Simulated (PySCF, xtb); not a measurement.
molecular hydrogen (H2), SMILES [H][H].

Geometry: B3LYP-D3(BJ)/def2-TZVPD.

Computed with C-PCM-M06-2X/def2-TZVPD (PySCF).

The values are the electrostatic part of the solvation free energy, E(continuum) − E(gas) at the gas-phase geometry, in a cavity of scaled van der Waals radii (PySCF's table); cavitation and dispersion terms are not included. In vacuum the orbital gap is 15.43 eV. The dipole moment in vacuum is 0.00 D.

```csv
solvent,ε,ΔG(elec) (kcal/mol),dipole (D),gap (eV)
water,78.36,-0.2,0.00,15.50
"N,N-dimethylformamide",37.22,-0.2,0.00,15.50
ethylethanoate,5.99,-0.2,0.00,15.49
```

For comparison, GFN2-xTB/ALPB(water) (xtb, at the GFN2-xTB geometry, all terms of that model) gives 0.5 kcal/mol.
